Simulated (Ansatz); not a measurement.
C2HFSi, SMILES `C#C[Si]F` (lower singlet) (charge 0, multiplicity 1). This singlet lies 1.94 eV below the relaxed triplet at the level B3LYP/cc-pVTZ // PBE0-D3(BJ)/def2-TZVP (Ansatz, an electronic-structure program).

Cartesian coordinates (Å):
```xyz
5

C     -1.3134    -0.2956     0.7021
C     -0.1299    -0.1665     0.4754
Si     1.6705    -0.3426     0.0652
F      2.1296     1.1923     0.2370
H     -2.3568    -0.3876     0.9058
```
Charge 0, spin multiplicity 1.

Frozen-core energies in 6-31g from Ansatz at a geometry from PBE0-D3(BJ)/def2-TZVP; the HF reference has <S^2> = 0.00 and the T1 diagnostic is 0.016.

| level | energy (Ha) | difference from CCSDT(Q) (mHa) |
|---|---|---|
| HF | -464.54415 | 371.24 |
| MP2 | -464.88685 | 28.54 |
| CCSD | -464.90272 | 12.67 |
| CCSD(T) | -464.91342 | 1.97 |
| CCSDT | -464.91377 | 1.62 |
| CCSDT(Q) | -464.91539 | 0.00 |
